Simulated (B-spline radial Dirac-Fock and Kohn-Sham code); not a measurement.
# Er⁶⁴⁺: eigenvalues, ΔSCF and the reference

System: Er⁶⁴⁺, configuration [He] 2s2.

The density-functional columns are spherical, spin-unpolarised Dirac-Kohn-Sham results without Breit or QED terms: −ε is minus the orbital energy of the initial state and ΔSCF the difference of two total energies. The reference in the last column comes from multi-electron Dirac-Fock with separately optimised hole states, Breit and Lamb-shift corrections added in first order. All numbers are from a B-spline atomic structure program, in eV; a selection of levels is shown. The Kohn-Sham columns are given as differences from the reference. For the 1s level of heavy atoms much of the gap between ΔSCF and the reference is the Breit and QED part, -224.5 eV here; for other levels the error of the functional can be larger.

```
level  LDA −ε − DF  LDA ΔSCF − DF  Dirac-Fock
   1s       -327.9         +237.6     65020.4
   2s        -92.7          +43.0     15970.9
```

For the outermost level NIST gives 15971 ± 24 eV (theoretical); the differences from it are LDA −ε -92.77, LDA ΔSCF +42.89, Dirac-Fock -0.07 eV.

Values without a named source are computed, but for edge energies of neutral atoms, which are taken from tables.
